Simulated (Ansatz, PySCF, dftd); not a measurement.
Species: CH$_{4}$Al, charge 0, doublet. CH4Al (SMILES [AlH][CH3], doublet).
B3LYP-D3(BJ)/def2-TZVP minimum from Ansatz (a first-principles code):
```
C
H 1 1.0899
H 1 1.0956 2 108.34
H 1 1.0956 2 108.34 3 115.78
Al 1 1.9732 2 114.42 3 -122.11
H 5 1.6066 1 117.21 2 180.00
```
Charge 0, spin multiplicity 2.

Quantity: enthalpy of formation at 298 K (by atomisation, with ideal-gas terms from PySCF's Hessian at B3LYP-D3(BJ)/def2-TZVP and the atoms' measured values of the G2/97 table; no spin-orbit terms), in kcal/mol. UHF or UKS for unpaired electrons; spin-orbit terms are left out. Correlated methods leave the cores frozen. Rows without X2C or -DK are non-relativistic. CBS(X,Y): correlation extrapolated as X^-3, Hartree-Fock from the larger set. A bracket is a step between two methods taken in the basis named. Functionals run without relativity, which enters their misses. Double hybrids freeze cores in their MP2 part. '+ core + X2C': CCSD(T) terms for core correlation (cc-pwCVTZ, 1s frozen past Ne) and scalar relativity (cc-pVTZ-DK). For partners of very few electrons the exact lower level stands in for a higher one. The spin of CH4Al ([CH3][AlH], doublet) was assumed, and the state is the lowest solution found for it.

| level | program | enthalpy of formation at 298 K (kcal/mol) | difference against the last row |
|---|---|---|---|
| HF/cc-pV(Q+d)Z | Ansatz | 144.7 | 97.0 |
| PBE/def2-TZVPD | Ansatz | 47.0 | -0.7 |
| B3LYP-D3(BJ)/def2-TZVPD | Ansatz + dftd3 | 46.2 | -1.5 |
| CAM-B3LYP-D3(BJ)/def2-TZVPD | Ansatz + dftd3 | 45.6 | -2.1 |
| wB97M-V/def2-TZVPD | Ansatz | 48.8 | 1.1 |
| B2PLYP-D3(BJ)/def2-TZVPD | Ansatz + dftd3 | 52.1 | 4.4 |
| B2PLYP/def2-TZVPD | Ansatz | 53.7 | 6.0 |
| MP2/cc-pV(T+d)Z | Ansatz | 56.4 | 8.7 |
| MP2/cc-pV(Q+d)Z | Ansatz | 50.4 | 2.7 |
| CCSD/CBS(cc-pV(T+d)Z,cc-pV(Q+d)Z) | Ansatz | 52.1 | 4.4 |
| CCSD(T)/cc-pV(T+d)Z | Ansatz | 57.2 | 9.5 |
| CCSDT(Q)/cc-pV(D+d)Z | Ansatz | 79.2 | 31.5 |
| CCSDT(Q)/cc-pV(T+d)Z | Ansatz | 57.1 | 9.4 |
| CCSD(T)/CBS(cc-pV(T+d)Z,cc-pV(Q+d)Z) + [CCSDT(Q) - CCSD(T)]/cc-pV(T+d)Z + core + X2C | Ansatz | 47.7 | 0.0 |
